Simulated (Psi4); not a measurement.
HNaO (SMILES [OH][Na]), singlet, at a GFN2-xTB geometry (such geometries of metal compounds can be far from the true shape); B3LYP/pcseg-2 run with Psi4 1.11.

Here is a job for Psi4.
```
memory 2 GB

molecule mol {
0 1
  Na   -0.607087   -0.345670   -0.499162
  O     0.685963    0.344731    0.564711
  H     1.190254    1.044526    0.973099
}

set basis pcseg-2
set reference rks

energy('b3lyp')
print_variables()
```

Predict the main parts of the log of this Psi4 run.


```
   => Loading Basis Set <=

    Name: PCSEG-2
    Role: ORBITAL
    Keyword: BASIS

         ---------------------------------------------------------
                                   SCF
               by Justin Turney, Rob Parrish, Andy Simmonett
                          and Daniel G. A. Smith
                              RKS Reference
         ---------------------------------------------------------

  ==> Geometry <==

    Molecular point group: cs
    Full point group: Cs

    Geometry (in Angstrom), charge = 0, multiplicity = 1:

       Center              X                  Y                   Z               Mass
    ------------   -----------------  -----------------  -----------------  -----------------
         NA          -0.728235315653    -0.311178888672     0.000000000000    22.989769282000
         O            0.946201699720     0.379268998558     0.000000000000    15.994914619570
         H            1.595065054491     1.079111523763     0.000000000000     1.007825032230

  Running in cs symmetry.

  Rotational constants: A =    120.26271  B =      0.48670  C =      0.48474 [cm^-1]
  Rotational constants: A = 3605385.35797  B =  14590.81142  C =  14532.00115 [MHz]
  Nuclear repulsion =   32.296653545459428

  Charge       = 0
  Multiplicity = 1
  Electrons    = 20
  Nalpha       = 10
  Nbeta        = 10

  ==> Algorithm <==

  SCF Algorithm Type is DF.
  DIIS enabled.
  MOM disabled.
  Fractional occupation disabled.
  Guess Type is SAD.
  Energy threshold   = 1.00e-06
  Density threshold  = 1.00e-06
  Integral threshold = 1.00e-12

  ==> Primary Basis <==

  Basis Set: PCSEG-2
    Blend: PCSEG-2
    Number of shells: 25
    Number of basis functions: 63
    Number of Cartesian functions: 70
    Spherical Harmonics?: true
    Max angular momentum: 3

  ==> DFT Potential <==

   => LibXC <=

    Version 7.1.2
    S. Lehtola, C. Steigemann, M. J. T. Oliveira, and M. A. L. Marques,  SoftwareX 7, 1–5 (2018) (10.1016/j.softx.2017.11.002)

   => Composite Functional: B3LYP <=

    B3LYP Hyb-GGA Exchange-Correlation Functional

    P. J. Stephens, F. J. Devlin, C. F. Chabalowski, and M. J. Frisch,  J. Phys. Chem. 98, 11623 (1994) (10.1021/j100096a001)

    Deriv               =              1
    GGA                 =           TRUE
    Meta                =          FALSE

    Exchange Hybrid     =           TRUE
    MP2 Hybrid          =          FALSE

   => Exchange Functionals <=

    0.0800   Slater exchange
    0.7200         Becke 88

   => Exact (HF) Exchange <=

    0.2000               HF

   => Correlation Functionals <=

    0.1900   Vosko, Wilk & Nusair (VWN5_RPA)
    0.8100   Lee, Yang & Parr

   => LibXC Density Thresholds  <==

    XC_HYB_GGA_XC_B3LYP:  1.00E-15

   => Molecular Quadrature <=

    Radial Scheme          =       TREUTLER
    Pruning Scheme         =           NONE
    Nuclear Scheme         =       TREUTLER

    Blocking Scheme        =         OCTREE
    BS radius alpha        =              1
    Pruning alpha          =              1
    Radial Points          =             75
    Spherical Points       =            302
    Total Points           =          65541
    Total Blocks           =            568
    Max Points             =            256
    Max Functions          =             63
    Weights Tolerance      =       1.00E-15

   => Loading Basis Set <=

    Name: (PCSEG-2 AUX)
    Role: JKFIT
    Keyword: DF_BASIS_SCF

  ==> Integral Setup <==

  SCF_SUBTYPE=INCORE selected. In-core MEM_DF algorithm will be used.
  Using in-core AOs.

  ==> MemDFJK: Density-Fitted J/K Matrices <==

    J tasked:                   Yes
    K tasked:                   Yes
    wK tasked:                   No
    Algorithm:                 Core
    Schwarz Cutoff:           1E-12
    Mask sparsity (%):       0.3023
    Fitting Condition:        1E-10

   => Auxiliary Basis Set <=

  Basis Set: (PCSEG-2 AUX)
    Blend: DEF2-UNIVERSAL-JKFIT
    Number of shells: 65
    Number of basis functions: 207
    Number of Cartesian functions: 250
    Spherical Harmonics?: true
    Max angular momentum: 4

  Minimum eigenvalue in the overlap matrix is 4.1712249536E-03.
  Reciprocal condition number of the overlap matrix is 8.1972108597E-04.
    Using symmetric orthogonalization.

  ==> Pre-Iterations <==

  SCF Guess: Superposition of Atomic Densities via on-the-fly atomic UHF (no occupation information).

   -------------------------
    Irrep   Nso     Nmo
   -------------------------
     A'        44      44
     A"        19      19
   -------------------------
    Total      63      63
   -------------------------

  ==> Iterations <==

                           Total Energy        Delta E     RMS |[F,P]|

   @DF-RKS iter SAD:  -237.67449465433279   -2.37674e+02   0.00000e+00
   @DF-RKS iter   1:  -237.80758434805372   -1.33090e-01   2.06219e-02 DIIS/ADIIS
   @DF-RKS iter   2:  -232.81596100665510    4.99162e+00   4.66552e-02 DIIS/ADIIS
   @DF-RKS iter   3:  -238.16704151758844   -5.35108e+00   3.70482e-03 DIIS/ADIIS
   @DF-RKS iter   4:  -238.17857566813564   -1.15342e-02   9.99229e-04 DIIS/ADIIS
   @DF-RKS iter   5:  -238.17938472382241   -8.09056e-04   3.64585e-04 DIIS/ADIIS
   @DF-RKS iter   6:  -238.17949005882298   -1.05335e-04   9.57472e-05 DIIS
   @DF-RKS iter   7:  -238.17949803187244   -7.97305e-06   7.51843e-06 DIIS
   @DF-RKS iter   8:  -238.17949808403688   -5.21644e-08   7.77793e-07 DIIS
  Energy and wave function converged.

  ==> Post-Iterations <==

   Electrons on quadrature grid:
      Ntotal   =   19.9999950701 ; deviation = -4.930e-06

    Orbital Energies [Eh]
    ---------------------

    Doubly Occupied:

       1Ap   -38.404267     2Ap   -18.974673     3Ap    -2.195919
       4Ap    -1.129216     5Ap    -1.127801     1App   -1.127794
       6Ap    -0.820205     7Ap    -0.336409     8Ap    -0.189903
       2App   -0.189400

    Virtual:

       9Ap    -0.055132    10Ap     0.026435     3App    0.026891
      11Ap     0.042967    12Ap     0.074548    13Ap     0.117640
      14Ap     0.237025     4App    0.237366    15Ap     0.268969
      16Ap     0.413246     5App    0.450248    17Ap     0.451583
      18Ap     0.497176     6App    0.499557    19Ap     0.504790
       7App    0.573480    20Ap     0.631332    21Ap     0.676474
      22Ap     0.823087    23Ap     1.016560     8App    1.022624
      24Ap     1.316499    25Ap     1.561974     9App    1.638900
      26Ap     1.662459    27Ap     1.921692    10App    1.949734
      28Ap     2.208521    11App    2.395141    29Ap     2.418446
      30Ap     3.060496    31Ap     3.633355    12App    3.636257
      32Ap     3.758665    13App    3.901904    33Ap     3.943063
      34Ap     4.126667    14App    4.128509    35Ap     4.198623
      36Ap     4.509868    15App    4.596547    37Ap     4.622077
      16App    4.757046    38Ap     4.762073    39Ap     5.093048
      40Ap     6.161472    17App    6.164095    18App    6.190763
      41Ap     6.191846    19App    6.416758    42Ap     6.429917
      43Ap     7.026094    44Ap     7.325680

    Final Occupation by Irrep:
             Ap   App
    DOCC [     8,    2 ]
    NA   [     8,    2 ]
    NB   [     8,    2 ]

  @DF-RKS Final Energy:  -238.17949808403688

   => Energetics <=

    Nuclear Repulsion Energy =             32.2966535454594279
    One-Electron Energy =                -398.3515653737300681
    Two-Electron Energy =                 146.8803439964552808
    DFT Exchange-Correlation Energy =     -19.0049302522215307
    Empirical Dispersion Energy =           0.0000000000000000
    VV10 Nonlocal Energy =                  0.0000000000000000
    Total Energy =                       -238.1794980840368794

Computation Completed

Properties will be evaluated at   0.000000,   0.000000,   0.000000 [a0]

Properties computed using the SCF density matrix

 Multipole Moments:

 ------------------------------------------------------------------------------------
     Multipole            Electronic (a.u.)      Nuclear  (a.u.)        Total (a.u.)
 ------------------------------------------------------------------------------------

 L = 1.  Multiply by 2.5417464519 to convert [e a0] to [Debye]
 Dipole X            :         -4.4130925            2.1809144           -2.2321782
 Dipole Y            :         -2.0455621            1.3044699           -0.7410922
 Dipole Z            :          0.0000000            0.0000000            0.0000000
 Magnitude           :                                                    2.3519858

 ------------------------------------------------------------------------------------

  Variable Map:
  ----------------------------------------------------------------------------
  "CURRENT ENERGY"              =>    -238.179498084037
  "CURRENT REFERENCE ENERGY"    =>    -238.179498084037
  "DD SOLVATION ENERGY"         =>       0.000000000000
  "DFT FUNCTIONAL TOTAL ENERGY" =>    -238.179498084037
  "DFT TOTAL ENERGY"            =>    -238.179498084037
  "DFT VV10 ENERGY"             =>       0.000000000000
  "DFT XC ENERGY"               =>     -19.004930252222
  "GRID ELECTRONS ALPHA"        =>       9.999997535027
  "GRID ELECTRONS BETA"         =>       9.999997535027
  "GRID ELECTRONS TOTAL"        =>      19.999995070053
  "NUCLEAR REPULSION ENERGY"    =>      32.296653545459
  "ONE-ELECTRON ENERGY"         =>    -398.351565373730
  "PCM POLARIZATION ENERGY"     =>       0.000000000000
  "PE ENERGY"                   =>       0.000000000000
  "SCF ITERATION ENERGY"        =>    -238.179498084037
  "SCF ITERATIONS"              =>       8.000000000000
  "SCF TOTAL ENERGY"            =>    -238.179498084037
  "TWO-ELECTRON ENERGY"         =>     146.880343996455
  "XC GRID RADIAL POINTS"       =>      75.000000000000
  "XC GRID SPHERICAL POINTS"    =>     302.000000000000
  "XC GRID TOTAL POINTS"        =>   65541.000000000000

  Array Variable Map:
  ----------------------------------------------------------------------------
  "CURRENT DIPOLE"              =>      -2.232178176639 ... 0.000000000000 1 by 3
  "SCF DIPOLE"                  =>      -2.232178176639 ... 0.000000000000 1 by 3
  "SCF TOTAL ENERGIES"          =>    -237.674494654333 ... -238.179498084037 1 by 9
```
